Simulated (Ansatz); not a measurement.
CH5B2NO. Total charge 0; spin multiplicity 1. The bonds changed during the relaxation, so this is another structure than the one it started from.

| atom | x (Å) | y (Å) | z (Å) |
| --- | --- | --- | --- |
| B1 | -0.045 | -0.119 | -1.196 |
| C2 | 0.430 | 0.088 | 0.244 |
| N3 | 0.996 | -0.668 | 1.174 |
| B4 | -1.207 | 0.723 | -0.250 |
| O5 | -0.277 | 1.161 | 0.712 |
| H6 | 0.110 | 0.934 | -1.789 |
| H7 | -0.015 | -1.155 | -1.789 |
| H8 | 1.504 | -1.489 | 0.898 |
| H9 | 0.868 | -0.473 | 2.153 |
| H10 | -2.363 | 0.997 | -0.157 |

What are the harmonic wavenumbers in cm⁻¹ at PBE0-D4/def2-TZVP (Ansatz, finite differences of forces, unscaled)? (Best estimate.)

Computed: 178, 355, 372, 408, 530, 607, 648, 720, 778, 868, 890, 909, 913, 1041, 1085, 1139, 1379, 1492, 1648, 2460, 2639, 2671, 3606, 3744.

Is this a minimum?

Yes, all 24 modes are real.

Give the ideal-gas thermochemistry at 298.15 K and 1 bar (rigid rotor, harmonic oscillator; point group C1, symmetry number 1).

Zero-point energy 185.9 kJ/mol; H(298) − E = 202.6 kJ/mol; entropy 299.4 J/(mol·K), of which translation 161.6, rotation 103.4, vibration 34.3; G(298) − E = 113.4 kJ/mol.
